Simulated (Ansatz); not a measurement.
Two isomers of ClH7OSi3: A = `O[SiH2][SiH2][SiH2]Cl`, B = `[SiH3]O[SiH]([SiH3])Cl`.

Calculated with Ansatz (gas phase, PBE0-D4/def2-TZVP geometries, no zero-point term in ΔE). CCSD(T)/CBS is the MP2 limit (def2-TZVPP, def2-QZVPP) plus CCSD(T) − MP2 in def2-TZVPP, frozen cores. Functionals use def2-TZVPP. B3LYP here is the variant with VWN-RPA as its local correlation; programs differ in this. Each species was taken in one conformer, which may not be the lowest.

Question: Which is lower in electronic energy at CCSD(T)/CBS, and by how much? (Estimate.)

Answer: The calculation gave: B, by 28.1 kcal/mol.

Question: Give E(B) − E(A) in kcal/mol with MP2/def2-TZVPP, B3LYP, PBE-D4, B3LYP-D4, CCSD(T)/def2-TZVPP, CCSD/def2-TZVPP, HF/def2-TZVPP. (Estimate.)

Answer: Ansatz gave: MP2/def2-TZVPP -29.8, B3LYP -27.8, PBE-D4 -22.0, B3LYP-D4 -28.8, CCSD(T)/def2-TZVPP -28.3, CCSD/def2-TZVPP -29.1, HF/def2-TZVPP -34.2. None reverses the order clearly.

Largest T1 diagnostic: 0.012.

From PBE to PBE0 (25 % exact exchange), in def2-TZVPP and without D4, E(B) − E(A) moves by −2.1 kcal/mol. The D4 term adds −1.0 kcal/mol with B3LYP and −0.6 kcal/mol with PBE0; it sums over pairs of atoms, weighted by their polarisabilities, and B3LYP, whose exchange is more repulsive, gets the larger term.
